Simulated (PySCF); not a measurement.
## Correlation energy of Se³⁺ (selenium, charge +3)

[Ar] 3d10 4s2 4p1, 2P determinant. Calculation: PySCF 2.14, in x2c-TZVPPall with one added diffuse shell each of s, p, d type (7s6p5d1f, 57 functions); the spin-free X2C one-electron Hamiltonian (Gaussian nucleus). Frozen: [Ne]; 21 electrons correlated.

```
  level  correlation energy (mhartree)
   CCSD                        -231.77
    (T)                          -4.93
CCSD(T)                        -236.70
```

Diagnostics: T1 = 0.0049, D1 = 0.0198, largest double amplitude 0.090.

Problem. Is a single reference adequate?

Solution. Mostly. T1 lies below 0.03, but a double amplitude of this size points to a near-degeneracy that CCSD handles and MP2 describes poorly.

This basis was not built for core-valence correlation, so the inner-shell part is incomplete.
